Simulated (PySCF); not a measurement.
Ta(O)(OH)(NH2)2 (H5N2O2Ta), SMILES [NH2][Ta]([NH2])(=[O])[OH], multiplicity 1.

Geometry optimised at PBE0-D3(BJ)/def2-SVP. The spin state was assumed, not searched. The def2 effective core potentials stand for the cores of Ta; spin–orbit coupling is left out. The values are those of a single conformer.

All values below come from PySCF 2.14.0 with TDDFT-PBE0/def2-SVPD.

Vertical excitations.  State labels are in the subgroup Cs.

| state | symmetry | energy (eV) | λ (nm) | f | main pairs |
|---|---|---|---|---|---|
| S1 | A' | 5.69 | 218 | 0.018 | HOMO→LUMO+1 95 % |
| S2 | A" | 5.90 | 210 | 0.034 | HOMO→LUMO 85 % |
| S3 | A" | 6.11 | 203 | 0.010 | HOMO→LUMO+2 59 %, HOMO−1→LUMO+1 27 %, HOMO→LUMO 11 % |
| S4 | A" | 6.49 | 191 | 0.069 | HOMO−1→LUMO+1 61 %, HOMO→LUMO+2 28 % |
| S5 | A' | 6.66 | 186 | 0.016 | HOMO−1→LUMO 80 % |
| S6 | A" | 6.76 | 183 | 0.030 | HOMO→LUMO+3 65 %, HOMO→LUMO+5 27 % |
| S7 | A' | 6.89 | 180 | 0.031 | HOMO−1→LUMO+2 61 %, HOMO→LUMO+4 22 % |
| S8 | A" | 6.91 | 179 | 0.009 | HOMO−3→LUMO+1 76 %, HOMO−2→LUMO+2 15 % |
| S9 | A" | 7.08 | 175 | 0.000 | HOMO→LUMO+5 64 %, HOMO→LUMO+3 26 % |
| S10 | A' | 7.08 | 175 | 0.017 | HOMO→LUMO+4 44 %, HOMO−2→LUMO+1 16 %, HOMO−1→LUMO 11 %, HOMO→LUMO+6 9 % |
| T1 | A' | 5.32 | 233 | 0 | HOMO→LUMO+1 92 % |
| T2 | A" | 5.36 | 231 | 0 | HOMO→LUMO+2 74 %, HOMO→LUMO 14 % |
| T3 | A" | 5.75 | 216 | 0 | HOMO→LUMO 77 % |
| T4 | A' | 6.04 | 205 | 0 | HOMO−1→LUMO+2 62 %, HOMO−1→LUMO 21 % |
Triplets are in the Tamm–Dancoff approximation, which puts them higher than full response would, so one can lie above its singlet here.
